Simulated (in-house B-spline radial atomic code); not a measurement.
Response and correlation of the caesium ion Cs⁺

Closed shell [Kr] 4d10 5s2 5p6. Computed with an all-electron radial atomic-structure program (B-spline basis): Dirac-Hartree-Fock, relativistic RPA (time-dependent Dirac-Hartree-Fock) for the response and second-order many-body perturbation theory for correlation, no-pair Dirac-Coulomb Hamiltonian, finite nucleus, speed of light scaled by 100 (non-relativistic limit).

```csv
"multipole (bohr³, bohr⁵, bohr⁷)",uncoupled,coupled RPA
dipole,17.235,16.122
quadrupole,73.091,92.049
octupole,775.41,?
```

**Question.** What is the coupled octupole polarisability?

**Answer.** 1087.7 atomic units, +40 % against the uncoupled value.

**Question.** Which subshells carry the dipole polarisability?

**Answer.** 5p3/2 65.6 %, 5p1/2 32.8 %, 5s1/2 0.8 %.

**Question.** What does the dipole shielding factor come to?

**Answer.** The dipole shielding factor is 0.982, against the exact N/Z = 54/55 = 0.982 of the non-relativistic theorem.

Dipole polarisability at imaginary frequency:

```tsv
u (Eh)	α(iu) (bohr³)
0	16.12
0.141	15.44
0.424	11.63
0.849	6.667
1.41	3.608
2.83	1.381
5.66	0.4998
14.1	0.1145
```

**Question.** What dispersion coefficients follow for two such ions (the dispersion part alone)?

**Answer.** C6 = (3/π)∫α(iu)²du = 140.9 hartree·bohr⁶ and C8 = 4333 hartree·bohr⁸.

Lowest J = 1 odd-parity excitations:

```tsv
energy (eV)	oscillator strength	leading channel	weight
13.016	2.61e-10	5p3/2 → d3/2	0.493
14.251	3.17e-08	5p1/2 → s1/2	0.618
14.561	0.616	5p3/2 → s1/2	0.664
14.866	3.53e-09	5p1/2 → d3/2	0.5
16.879	3.07	5p3/2 → d5/2	0.593
18.867	4.88e-08	5p1/2 → s1/2	0.594
18.984	0.155	5p3/2 → s1/2	0.665
19.012	9.74e-08	5p3/2 → d3/2	0.475
```

Second-order correlation energy by the highest angular momentum of the excited pair (hartree): s -0.02286, p -0.2267, d -0.7665, f -1.308, g -0.4201, h -0.1831, i -0.08377, k -0.04285.

**Question.** What is the second-order correlation energy at the partial-wave limit?

**Answer.** The listed waves sum to -3.054 hartree; extrapolating the increments as (l + 1/2)⁻⁴ gives -3.1416 hartree, -1.58 eV per electron.
